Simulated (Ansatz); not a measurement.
Geometry optimisation, RKS PBE0-D4/def2-SVP (Ansatz 0.2.0).

The input (input.yaml):

```yaml
crystal:
  periodic: [false, false, false]
  atoms:
    - { symbol: W, position_ang: [0.0, 0.0, 0.0] }
    - { symbol: F, position_ang: [0.9293, 0.0, 1.8273] }
    - { symbol: H, position_ang: [1.7303, 0.0, 0.8322] }
    - { symbol: H, position_ang: [0.0, 1.72, 0.0] }
    - { symbol: H, position_ang: [-1.72, 0.0, 0.0] }
    - { symbol: H, position_ang: [0.0, -1.72, 0.0] }
    - { symbol: H, position_ang: [0.0, 0.0, -1.72] }
basis:
  gaussian: { orbitals: def2-SVP }
hamiltonian:
  xc: pbe0
  dispersion: d4
relax:
  f_tol: 0.15
  max_steps: 25
  restrain:
    - { distance: [1, 2], at: 0.92, k: 30.0 }
    - { distance: [0, 1], at: 3.05, k: 30.0 }
    - { distance: [0, 2], at: 2.92, k: 30.0 }
output:
  orbitals: {}
```

Command:

```bash
$ ansatz run input.yaml --threads 1 --pin off --max-ram 2048MiB --backend cpu --events-out ev --progress --plain --runs-dir out
```

**Question.** Where does it end, and by what steps?

**Answer.** It converged. The restraints hold the end off the free minimum. After 10 steps the energy has fallen by 3.887 eV (the restraints' own energy left out); H6 moved furthest, 1.00 Å. Parted: W1–F2 (2.05 → 3.04 Å), W1–H3 (1.92 → 2.92 Å). Joined: F2–H3 (1.28 → 0.92 Å).

| step | energy less start (eV) | largest force component (eV/Å) | accepted |
| --- | --- | --- | --- |
| 0 | 0.0000 | 2.955 | yes |
| 1 | -0.5526 | 3.897 | yes |
| 2 | -1.3518 | 4.425 | yes |
| 3 | -2.4021 | 4.297 | yes |
| 4 | -3.3849 | 1.588 | yes |
| 5 | -3.5587 | 0.872 | yes |
| 6 | -3.6797 | 0.330 | yes |
| 7 | -3.7470 | 0.312 | yes |
| 8 | -3.8334 | 0.276 | yes |
| 9 | -3.8764 | 0.368 | yes |
| 10 | -3.8867 | 0.323 | yes |

```xyz
7
Properties=species:S:1:pos:R:3
W -0.338 0.070 -0.549
F 0.883 -0.102 2.230
H 1.590 -0.128 1.634
H 0.441 1.554 -0.273
H -1.725 -0.038 0.417
H 0.786 -1.194 -0.325
H -0.698 -0.162 -2.195
```

Time of the run: 48 s on 1 thread of Arm Neoverse V2, with other jobs on the host, peak memory 0.14 GiB.
